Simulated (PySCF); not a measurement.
**Simulated absorption spectrum**

Compound: o-anisidine, C₇H₉NO.
SMILES: `c1(ccccc1OC)N`

Computed, not measured: TDDFT CAM-B3LYP/def2-SVPD, vertical, gas phase, core orbitals frozen in the response (PySCF). Geometry: PBE0-D3(BJ)/def2-SVP, one conformer, isolated molecule. Torsions of this conformer, `[CH3:1][O:2][c:3]1[cH:4][cH:5][cH:6][cH:7][c:8]1[NH2:9]`: C1–O2–C3–C4 0°, H–N9–C8–C7 163°, H–N9–C8–C7 25°.

Computed states:

```json
{"state": "S1", "E (eV)": "4.86", "f": "0.068"}
{"state": "S2", "E (eV)": "5.47", "f": "0.029"}
{"state": "S3", "E (eV)": "5.55", "f": "0.097"}
{"state": "S4", "E (eV)": "5.99", "f": "0.0018"}
{"state": "S5", "E (eV)": "6.10", "f": "0.0045"}
{"state": "S6", "E (eV)": "6.49", "f": "0.349"}
```

Each state is given a Gaussian of 0.4 eV full width at half maximum, with ε(max) = 2.175×10⁸ f / Δν̃ (Δν̃ the width in cm⁻¹). The width is an assumption, not a result. The curve ends short of the highest state used, and states not computed would add to its high-energy end.

Q: Give the broadened spectrum and its maxima.

A: 
```csv
E (eV),ε (L mol⁻¹ cm⁻¹)
4.26,9
4.33,35
4.40,116
4.47,327
4.54,774
4.62,1687
4.69,2781
4.76,3867
4.83,4539
4.90,4503
4.97,3798
5.04,2796
5.11,2003
5.18,1838
5.25,2518
5.32,3997
5.40,6175
5.47,7750
5.54,8302
5.61,7573
5.68,5885
5.75,3921
5.82,2296
5.89,1291
```

Maxima: 255 nm (4.86 eV), ε about 4600, made up of S1 (100%); 224 nm (5.54 eV), ε about 8300, made up of S2 (22%) and S3 (78%) (ε in L mol⁻¹ cm⁻¹; maxima over ε = 5, shares over 10%).

Q: What would ε be at 5.54 eV, the highest of these maxima, with half the width (0.2 eV)?

A: About 15600 L mol⁻¹ cm⁻¹ against 8310, a factor of about 1.9; a lone state at its own centre would give exactly 2.

Q: On this curve, what absorbance would a 10⁻³ mol/L sample give at 248 nm over a 1 cm path?

A: 248 nm is 4.999 eV, where ε is about 3400 L mol⁻¹ cm⁻¹, so A = ε c l ≈ 3.4 (Beer–Lambert, with the gas-phase spectrum and the assumed width).

Q: Coming from long wavelengths, where does ε first pass 100 L mol⁻¹ cm⁻¹?

A: At about 282 nm (4.39 eV), 0.47 eV below S1.

The run took about 2 min of CPU time (one thread, shared machine).
